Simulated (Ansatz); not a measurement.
Compare A (`CBC(C)=O`) with its isomer B (`B/C=C(\C)O`).

Calculated with Ansatz (gas phase, PBE0-D4/def2-TZVP geometries, no zero-point term in ΔE). CBS: MP2 limit from def2 TZ/QZ plus the TZ coupled-cluster correction, frozen cores. DFT in def2-TZVPP. B3LYP here is the variant with VWN-RPA as its local correlation; programs differ in this. One conformer a species, not always the lowest.

(1) Which isomer does CCSD(T)/CBS put lower? Give the gap. (An estimate is asked.)

(2) Give E(B) − E(A) in kJ/mol with B3LYP-D4, CCSD/def2-TZVPP, CCSD(T)/def2-TZVPP, ωB97M-V, B3LYP, MP2/def2-TZVPP, HF/def2-TZVPP. (An estimate is asked.)

Largest T1 diagnostic: 0.017.

Results:

(1) Ansatz gave: A, by 21.6 kJ/mol.

(2) Ansatz gave: B3LYP-D4 23.3, CCSD/def2-TZVPP 24.6, CCSD(T)/def2-TZVPP 23.6, ωB97M-V 22.4, B3LYP 25.6, MP2/def2-TZVPP 19.4, HF/def2-TZVPP 25.9. None reverses the order clearly.

From PBE to PBE0 (25 % exact exchange), in def2-TZVPP and without D4, E(B) − E(A) moves by −5.7 kJ/mol.
